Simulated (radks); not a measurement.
Ga4+, 27 electrons, occupied as [Ne] 3s2 3p4 3d9 4d2 (not the ground configuration).

Calculated with a radial shooting solver on a logarithmic mesh with Libxc functionals: scalar-relativistic Kohn-Sham, PBE, spin-polarised, spherical densities, finite nucleus; open shells are filled with parallel spins first; Fermi nuclear charge, rms radius 3.9973 fm.

Energy parts (eV):
| part | energy |
|---|---|
| total | -52495.122 |
| kinetic | 53394.881 |
| electron-nucleus | -124230.773 |
| Hartree | 20307.051 |
| exchange-correlation | -1966.280 |

Orbitals (lengths in bohr, moments of r in powers of bohr; r(max) is where P^2 peaks):
orbital  occ.  eigenvalue (eV)      <r>   r(max)
1s up       1        -10333.88  0.04860  0.03178
1s down     1        -10332.52  0.04859  0.03178
2s up       1        -1359.092   0.2177   0.1823
2s down     1        -1357.129   0.2175   0.1823
2p up       3        -1196.592   0.1905   0.1462
2p down     3        -1194.353   0.1904   0.1463
3s up       1        -238.5193   0.6341   0.5586
3s down     1        -233.1438   0.6367   0.5595
3p up       3        -188.4852   0.6501   0.5578
3p down     1        -183.2037   0.6538   0.5591
3d up       5        -106.0564   0.6809   0.5096
3d down     4        -101.2231   0.6883   0.5110
4s up       0         -63.0459    1.672    1.510
4s down     0         -60.3018    1.657    1.512
4p up       0         -50.8175    1.855    1.678
4p down     0         -47.8494    1.829    1.665
4d up       2         -33.1857    2.321    2.104
4f up       0         -19.8553    3.107    2.688
5d up       0         -16.6350    4.586    4.586

The highest occupied level is 4d up at -33.186 eV. The configuration is held as typed, so some empty levels lie below it. The density falls to 0.001 e/bohr^3 at r = 3.80 bohr. Spin moment in Bohr magnetons: 5. Summed over all electrons, <r^2> = 20.70 bohr^2, which gives a Langevin (diamagnetic) susceptibility term of -16.4 x 10^-6 cm^3/mol. The electron density at the nucleus is 2.856e+04 e/bohr^3 (large components only).
